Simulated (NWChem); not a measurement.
System meant: SiHI$_{2}$ cation

Here is an NWChem input.

```
start job
memory heap 200 mb stack 900 mb global 1100 mb
charge 1
geometry units angstroms noautoz
  I      2.051860     0.000000    -0.134302
  Si     0.000000     0.000000     0.973308
  I     -2.051860     0.000000    -0.134302
  H      0.000000     0.000000     2.454725
end
basis spherical
  * library def2-svp
end
ecp
  I library def2-ecp
end
dft
  odft
  mult 2
  xc b3lyp
  iterations 150
  mulliken
end
task dft energy
```

End of the output:

```
 Summary of "ao basis" -> "" (spherical)
 ------------------------------------------------------------------------------
       Tag                 Description            Shells   Functions and Types
 ---------------- ------------------------------  ------  ---------------------
 *                          def2-svp                  on all atoms

                                 NWChem DFT Module
                                 -----------------

 Summary of "ao basis" -> "ao basis" (spherical)
 ------------------------------------------------------------------------------
       Tag                 Description            Shells   Functions and Types
 ---------------- ------------------------------  ------  ---------------------
 I                          def2-svp                10       26   4s4p2d
 Si                         def2-svp                 8       18   4s3p1d
 H                          def2-svp                 3        5   2s1p

 Summary of "ao basis" -> "ao basis" (spherical)
 ------------------------------------------------------------------------------
       Tag                 Description            Shells   Functions and Types
 ---------------- ------------------------------  ------  ---------------------
 I                          def2-svp                10       26   4s4p2d
 Si                         def2-svp                 8       18   4s3p1d
 H                          def2-svp                 3        5   2s1p

      Symmetry analysis of basis
      --------------------------

        a1         30
        a2          9
        b1         23
        b2         13

  number of electrons :                   64
  multiplicity        :                    2
 ------------------------------------------------------------------------
  no. of electrons and multiplicity not compatible                  64
 ------------------------------------------------------------------------
 ------------------------------------------------------------------------
  current input line :
    23: task dft energy
 ------------------------------------------------------------------------
 ------------------------------------------------------------------------
 There is an error in the input file
 ------------------------------------------------------------------------
 For more information see the NWChem manual at https://nwchemgit.github.io

0: no. of electrons and multiplicity not compatible:Received an Error in Communication
```

Task: Find the fault in this run and fix the input.

Result: The program refused the input. Cause: the multiplicity doesn't fit the number of electrons (an even count wants an odd multiplicity, and the reverse). This input runs:
```
start job
memory heap 200 mb stack 900 mb global 1100 mb
charge 1
geometry units angstroms noautoz
  I      2.051860     0.000000    -0.134302
  Si     0.000000     0.000000     0.973308
  I     -2.051860     0.000000    -0.134302
  H      0.000000     0.000000     2.454725
end
basis spherical
  I library def2-svp
  Si library def2-svp
  H library def2-svp
end
ecp
  I library def2-ecp
end
dft
  xc b3lyp
  iterations 150
  mulliken
end
task dft energy
```
It converges to -885.36368 Ha (B3LYP/def2-SVP with def2 effective core potentials on I).
